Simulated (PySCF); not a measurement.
This PySCF input asks for the NMR shieldings of SMILES P(/C=C\C)(C)C[SiH3], C₅H₁₃PSi; the geometry comes from GFN2-xTB.

```python
import basis_set_exchange as bse
import numpy as np
from pyscf import gto, dft
from pyscf.prop import nmr

atoms = """
C    -2.373723   -1.629315    0.147134
C    -1.630546   -0.963403   -0.957411
C    -0.636798   -0.101270   -0.796137
P     0.009864    0.434552    0.823119
C    -0.607714    2.185435    0.725632
C     1.758840    0.750189    0.298525
Si    2.687179   -0.867010   -0.076163
H    -1.955112   -1.341383    1.109464
H    -2.321420   -2.712473    0.038841
H    -3.426033   -1.345546    0.116311
H    -1.960280   -1.221179   -1.958735
H    -0.152084    0.341144   -1.661555
H    -0.388466    2.624980   -0.247377
H    -0.131294    2.773436    1.508466
H    -1.683912    2.191431    0.890984
H     1.765744    1.422507   -0.563043
H     2.247568    1.269907    1.126149
H     2.616692   -1.748885    1.087152
H     2.094209   -1.528351   -1.241049
H     4.082138   -0.524090   -0.373344
"""
names = dict.fromkeys(["C", "P", "Si", "H"], "pcSseg-1")
basis = {el: gto.basis.parse(bse.get_basis(n, elements=[el], fmt="nwchem")) for el, n in names.items()}
mol = gto.M(atom=atoms, basis=basis, charge=0, verbose=0)
mf = dft.RKS(mol, xc="PBE0")
mf.grids.level = 2
mf.grids.alignment = dft.numint.BLKSIZE   # the property module wants whole blocks of grid points
mf.conv_tol = 1e-9
mf.kernel()

calc = nmr.RKS(mf)   # GIAO
C = mf.mo_coeff
Co = C[:, mf.mo_occ > 0]
resp = mf.gen_response(singlet=True, hermi=2)
def vind(x):   # induced exchange potential for any number of trial vectors
    d = np.einsum("pi,xij,qj->xpq", C, 2 * x.reshape(-1, C.shape[1], Co.shape[1]), Co, optimize=True)
    return np.einsum("xpq,pi,qj->xij", resp(d - d.transpose(0, 2, 1)), C, Co, optimize=True).ravel()
mo1, _ = nmr.rhf.solve_mo1(calc, with_cphf=vind)
sigma = calc.kernel(mo1)
for i, s in enumerate(sigma):   # ppm
    print("%2d %-2s %9.2f" % (i, mol.atom_pure_symbol(i), np.trace(s) / 3))
```

Question: Give the expected output.

Answer: 
```
 0 C     165.49
 1 C      36.79
 2 C      42.27
 3 P     405.17
 4 C     163.51
 5 C     174.06
 6 Si    425.58
 7 H      28.66
 8 H      29.96
 9 H      30.00
10 H      25.08
11 H      26.03
12 H      30.78
13 H      30.60
14 H      30.57
15 H      31.15
16 H      30.94
17 H      27.96
18 H      27.95
19 H      27.68
```

These numbers come from an equivalent density-fitted implementation of the same equations, which agrees with the script to about 0.01 ppm for H and up to a few tenths of a ppm for heavy atoms, so last digits may differ.

Size and cost of the density-fitted run: 198 basis functions, about 2.1 core-minutes.
